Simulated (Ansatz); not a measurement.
`[NH2][Nb](=[S])([Cl])[Cl]`. Charge 0, multiplicity 1. Correlated methods include outer-core shells of Nb, which these sets cover unevenly. Nb takes the def2 core potential.

Z-matrix (Å, degrees):
```
Nb
S 1 2.125
Cl 1 2.286 2 111.0
N 1 1.931 2 104.7 3 118.0
Cl 1 2.286 2 111.0 3 -123.9
H 4 1.013 1 121.8 2 180.0
H 4 1.009 1 127.0 2 -0.0
```

**Question.** Give the diagnostics of a CCSD(T)/def2-TZVPP run (frozen core, Ansatz 0.2.0). (Estimate.)

**Answer.** Computed: T1 = 0.0225, largest single amplitude 0.067, largest double 0.051, (T) share of the correlation energy 5.7 %, 14 CCSD cycles. The RHF solution is stable towards an unrestricted one. T1 lies over the customary mark of 0.02 for closed shells; compounds of d metals often pass it without a breakdown.
